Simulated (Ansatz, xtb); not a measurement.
**Two structures of CH6BGa**

Structure I: a singlet given by its coordinates. Structure II: a singlet given by its coordinates. Both are isolated molecules in the gas phase, relaxed with B3LYP-D3(BJ)/def2-SVP.

I (Å):

```xyz
9

C     0.9567    0.3041   -0.0230
B    -2.6032   -1.1452    1.2199
Ga   -0.7974   -0.4111    0.5924
H    -3.1600   -0.1564    1.6743
H    -2.2882   -1.9886    2.0466
H    -3.0919   -1.5866    0.1899
H     1.0136    1.3918    0.1517
H     1.7848   -0.1798    0.5219
H     1.0935    0.1172   -1.1015
```

Close contacts (Å): C1–Ga3 1.99, B2–Ga3 2.05, C1–H7 1.10, C1–H8 1.10, C1–H9 1.10, B2–H4 1.22, B2–H5 1.22, B2–H6 1.22.

II (Å):

```xyz
9

C    -0.4800   -0.5454    0.4754
B    -0.3942    0.8421   -0.3671
Ga   -1.1002    2.0305    1.4518
H     0.5107   -1.0271    0.5057
H    -1.5223    1.4537   -0.3738
H     0.3776    1.6901    0.2091
H    -0.8124   -0.4891    1.5360
H    -0.0301    0.7622   -1.5211
H    -1.1834   -1.2380   -0.0143
```

Close contacts (Å): C1–B2 1.63, B2–Ga3 2.28, C1–H4 1.10, C1–H7 1.11, C1–H9 1.10, B2–H5 1.28, B2–H6 1.28, B2–H8 1.21, Ga3–H5 1.96, Ga3–H6 1.96.

Question: Estimate which is lower in electronic energy at CCSD(T)/def2-TZVP, and by roughly how much.

Answer: The CCSD(T)/def2-TZVP calculation puts structure II lower, by 12.5 kcal/mol.

The same difference at several levels:

| level | geometry | E(II) − E(I) (kcal/mol) | departure from the last row (kcal/mol) | job, with rough time for the two |
| --- | --- | --- | --- | --- |
| B3LYP-D3(BJ)/def2-SVP | B3LYP-D3(BJ)/def2-SVP | −15.8 | −3.3 | optimisation, 22 s |
| HF/def2-TZVP | B3LYP-D3(BJ)/def2-SVP | −13.2 | −0.7 | part of the CCSD(T) run |
| MP2/def2-TZVP | B3LYP-D3(BJ)/def2-SVP | −10.5 | +2.0 | part of the CCSD(T) run |
| CCSD(T)/def2-TZVP | B3LYP-D3(BJ)/def2-SVP | −12.5 |  | single point, 49 s |

The levels shown agree on the order. The largest departure from CCSD(T)/def2-TZVP is that of B3LYP-D3(BJ)/def2-SVP, 3.3 kcal/mol. A small imaginary or near-zero mode remains, so no thermal terms are given. Levels run at GFN2-xTB geometries aren't shown.

The correlated steps freeze 11 core orbitals; the filled d shell of Ga is correlated, in a basis made for valence electrons. Codes used: Ansatz 0.2.0; the last row on 2 threads of Arm Neoverse V1 on a shared host.
